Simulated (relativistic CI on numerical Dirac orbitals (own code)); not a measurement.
## Ligand-field terms of d8

Computed with a parametric ligand-field model of a d^n configuration (Racah B and C, spin-orbit zeta, crystal field), exact diagonalisation.

Field parameters in Wybourne normalisation: D3d B²₀ = −7Dσ, B⁴₀ = −14Dq − 21Dτ, B⁴₃ = −14√(10/7) Dq; D4h B²₀ = −7Ds, B⁴₀ = 21(Dq − Dt), B⁴₄ = 21√(5/14) Dq; Td as Oh with Dq negative (B⁴₀ = 21Dq, B⁴₄ = √(5/14) B⁴₀). The field is a parameter set, without covalency.

Question: Ground term and bands for B = 460, C = 1960, ζ = 0 cm⁻¹, D4h, 10Dq = 9250, Ds = 2430, Dt = 450 cm⁻¹?

Answer: Ground term 1A1 with 2.03 electrons in the two orbitals of the cubic e set. Spin-allowed: 1A2 8446 cm⁻¹ (1184 nm), 1B1 9178 cm⁻¹ (1090 nm), 1E 11842 cm⁻¹ (844 nm), 1A1 17187 cm⁻¹ (582 nm). Lowest spin-forbidden: 3B1 1726 cm⁻¹, 3A2 4040 cm⁻¹ (2475 nm), 3E 4943 cm⁻¹ (2023 nm).

Question: Ground term and bands for B = 570, C = 2010, ζ = 0 cm⁻¹, D3d, 10Dq = 14700, Dσ = 1200, Dτ = -380 cm⁻¹?

Answer: Ground term 3A2 with 2.03 electrons in the two orbitals of the cubic e set. Spin-allowed: 3A1 13527 cm⁻¹ (739 nm), 3E 13839 cm⁻¹ (723 nm), 3E 18372 cm⁻¹ (544 nm), 3A2 21019 cm⁻¹ (476 nm). Lowest spin-forbidden: 1E 8261 cm⁻¹ (1211 nm), 1A1 14666 cm⁻¹ (682 nm), 1A1 21743 cm⁻¹ (460 nm).

Question: A d8 ion in Td symmetry has the ground term 3T1 and bands at 3T2 2781 cm⁻¹, 3A2 6031 cm⁻¹ (1658 nm), 1T2 7032 cm⁻¹ (1422 nm), 1E 7382 cm⁻¹ (1355 nm), 3T1 9512 cm⁻¹ (1051 nm), 1T2 11360 cm⁻¹ (880 nm). Which parameters reproduce them?

Answer: B = 480, C = 1980, ζ = 0 cm⁻¹, Td, 10Dq = -3250 cm⁻¹.

Question: Ground term and bands for B = 410, C = 1960, ζ = 0 cm⁻¹, D3d, 10Dq = 9400, Dσ = -690, Dτ = -70 cm⁻¹?

Answer: Ground term 3A2 with 2.01 electrons in the two orbitals of the cubic e set. Spin-allowed: 3E 8487 cm⁻¹ (1178 nm), 3A1 10065 cm⁻¹ (994 nm), 3E 13310 cm⁻¹ (751 nm), 3A2 13425 cm⁻¹ (745 nm). Lowest spin-forbidden: 1E 7071 cm⁻¹ (1414 nm), 1A1 12313 cm⁻¹ (812 nm), 1E 15161 cm⁻¹ (660 nm).

Question: Ground term and bands for B = 530, C = 1900, ζ = 0 cm⁻¹, D4h, 10Dq = 39500, Ds = 3000, Dt = 490 cm⁻¹?

Answer: Ground term 1A1 with 2.00 electrons in the two orbitals of the cubic e set. Spin-allowed: 1B1 11156 cm⁻¹ (896 nm), 1A1 29662 cm⁻¹ (337 nm), 1A2 38370 cm⁻¹ (261 nm), 1E 43207 cm⁻¹ (231 nm). Lowest spin-forbidden: 3B1 3160 cm⁻¹ (3165 nm), 3A2 34359 cm⁻¹ (291 nm), 3E 35895 cm⁻¹ (279 nm).
